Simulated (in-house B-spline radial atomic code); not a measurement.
Configurations of Rb3+, with energies counted from [Ar] 3d10 4s2 4p4. Computed with a radial B-spline atomic code at the basis-set limit: scalar-relativistic (X2C) TPSS, spin-polarised, spherical fractional occupations, Fermi nucleus of rms radius 4.2036 fm. Shells without spins written out take the highest spin.

Occupations are held fixed; configurations that lie above the ionisation limit could autoionise.

```tsv
configuration	E - E(ref) (eV)	highest orbital	its <r> (bohr)
[Ar] 3d10 4s1 4p5	17.432	4p down	1.576
[Ar] 3d10 4s2 4p(1 up, 2 down) 5s(1 up, 0 down)	27.953	5s up	3.167
[Ar] 3d10 4s(1 up, 0 down) 4p(3 up, 1 down) 5d(1 up, 0 down)	53.847	5d up	4.63
[Ar] 3d10 4s1 4p4 5f1	59.622	5f up	6.698
[Ar] 3d9 4s2 4p4 4d1	122.36	4d up	1.994
[Ar] 3d9 4s2 4p4 5p1	131.98	5p up	3.514
[Ar] 3d9 4s2 4p4 5f1	144.57	5f up	6.666
```

**Question.** Order these further configurations by energy, lowest first.
A. [Ar] 3d(4 up, 5 down) 4s2 4p(3 up, 1 down) 5f(1 up, 0 down)
B. [Ar] 3d10 4s2 4p(0 up, 3 down) 4d(0 up, 1 down)
C. [Ar] 3d9 4s2 4p5
D. [Ar] 3d10 4s2 4p3 4f1
E. [Ne] 3s2 3p5 3d10 4s2 4p4 4d1

**Answer.** B (20.626 eV), D (36.74 eV), C (99.127 eV), A (144.98 eV), E (244.25 eV).

**Question.** How far above the reference does [Ne] 3s2 3p5 3d10 4s2 4p4 4f1 lie?

**Answer.** 261.55 eV; its least bound orbital is 4f up with <r> = 3.763 bohr.

**Question.** How far above the reference does [Ar] 3d10 4s2 4p(2 up, 2 down) lie?

**Answer.** 1.2251 eV; its least bound orbital is 4p up with <r> = 1.572 bohr.

**Question.** How far above the reference does [Ar] 3d10 4s1 4p4 5p1 lie?

**Answer.** 47.357 eV; its least bound orbital is 5p up with <r> = 3.569 bohr.
